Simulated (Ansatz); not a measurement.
`C=[CH][InH2]` + `C[NH][GeH3]` → `C[N]([GeH3])[InH2]` + ethylene at 500 K and 1 bar (ligand exchange at the In–C bond).

Program: Ansatz. Geometries: PBE0-D4/def2-TZVP. ΔE: electronic, gas phase. CBS: MP2 limit from def2 TZ/QZ plus the TZ coupled-cluster correction, frozen cores. This one scheme is used for every species. Elements past krypton have def2 core potentials. For Ge, In outer-core shells are correlated without core-valence functions, which leaves a few kJ/mol of doubt a bond. Scalar relativity is left out up to krypton.

| species | CCSD(T)/CBS energy (Eh) | H − E (kJ/mol) | S (J/(mol·K)) |
| --- | --- | --- | --- |
| `C=[CH][InH2]` | -268.86241 | 174.9 | 358.9 |
| `C[NH][GeH3]` | -2173.06430 | 241.1 | 362.9 |
| `C[N]([GeH3])[InH2]` | -2363.46641 | 260.2 | 456.6 |
| `C=C` | -78.48111 | 155.1 | 245.3 |

H − E and S are ideal-gas, rigid-rotor, harmonic terms from PBE0-D4/def2-TZVP, for one conformer and one mirror image of each species. 1 Eh = 2625.50 kJ/mol, R = 8.31446 J/(mol·K).

Question: By hand: ΔE, ΔH, ΔS and ΔG.

Answer: ΔE = (-2363.46641) + (-78.48111) − (-268.86241) − (-2173.06430) = -0.02081 Eh = -54.6 kJ/mol. Δ(H − E) = 260.2 + 155.1 − 174.9 − 241.1 = -0.7, so ΔH = -55.3 kJ/mol. ΔS = 456.6 + 245.3 − 358.9 − 362.9 = -19.9 J/(mol·K). ΔG = -55.3 − 500 × (-19.9)/1000 = -45.3 kJ/mol.

Question: By hand: the equilibrium constant, and the temperature at which ΔG would vanish if ΔH and ΔS stayed fixed.

Answer: log₁₀ K = −ΔG/(RT ln 10) = 4.7. ΔG = 0 at ΔH/ΔS = 2779 K, far beyond where these terms or the molecules hold.

ΔH outweighs TΔS. A doubt of 5 kJ/mol in ΔE shifts log₁₀ K by 0.5 here. Other conformers and mirror images would add mixing entropy, several J/(mol·K) or more a flexible species. These are equilibria of isolated gas molecules and say nothing of rates. Largest T1 diagnostic: 0.015 (customary marks: 0.02 for closed shells, 0.045 for open ones).
